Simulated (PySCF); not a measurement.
Computed Raman spectrum (relative Raman activity) of a molecule C₄H₄F₂. Geometry optimised at r2SCAN-D4/def2-SVP. The values are those of a single conformer. Level of theory: r2SCAN-D4/def2-SVP in PySCF 2.14.0. No scaling factor is applied to the harmonic values.

Lines under 2 % of the strongest are left out, and lines within 2 cm⁻¹ are merged.

ν (cm⁻¹): 61 (vw), 163 (w), 877 (vw), 1059 (w), 1138 (w), 1282 (w), 1364 (vw), 1392 (vw), 1470 (vw), 3076 (m), 3128 (vs), 3151 (s), 3221 (s) (against the strongest line: vs over 80 %, s over 45 %, m over 15 %, w over 4 %, vw less)

Problem. Identify the compound among the candidates.
A) FC1=C(F)CC1
B) CC=C=C(F)F
C) C=CC=C(F)F
D) C=C=CC(F)F

Solution. D, C=C=CC(F)F
